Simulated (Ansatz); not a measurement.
Stepwise reaction of `[AlH2][Cl]` with methanol, as a gas-phase model of exchange steps in deposition or etching. ΔE in kJ/mol.

Isolated molecules relaxed with PBE0-D4/def2-TZVP in Ansatz; ΔE leaves out vibrations. CCSD(T)/CBS adds triple-zeta CCSD(T) − MP2 to the extrapolated MP2 energy (def2 sets, frozen cores). This one scheme is used for every species. Functionals use def2-TZVPP. B3LYP here is the variant with VWN-RPA as its local correlation; programs differ in this. One conformer a species, not always the lowest.

| step | reaction | PBE-D4 | B3LYP-D4 | ωB97M-V | CCSD(T)/CBS |
| --- | --- | --- | --- | --- | --- |
| 2 | `C[O][AlH][Cl]` + CH₃OH → `C[O][Al]([Cl])[O]C` + H₂ | -99.0 | -108.4 | -104.1 | -107.2 |

(1) Give the row of step 1, `[AlH2][Cl]` + CH₃OH → `C[O][AlH][Cl]` + H₂. (An estimate is asked.)

(2) By hand: ΔE of the 2 steps together at CCSD(T)/CBS.

Results:

(1) The calculation gave: 
```csv
step,reaction,PBE-D4,B3LYP-D4,ωB97M-V,CCSD(T)/CBS
1,`[AlH2][Cl]` + CH₃OH → `C[O][AlH][Cl]` + H₂,-119.4,-126.4,-122.6,-123.7
```

(2) (-123.7) + (-107.2) = -230.9 kJ/mol, or -115.5 kJ/mol a step.

In ΔE each step is higher than the one before. All are downhill at CCSD(T)/CBS. PBE-D4 differs from CCSD(T)/CBS by 4.3 to 8.2 kJ/mol a step. Isolated molecules leave out the surface, adducts and barriers. Largest T1 diagnostic: 0.011.
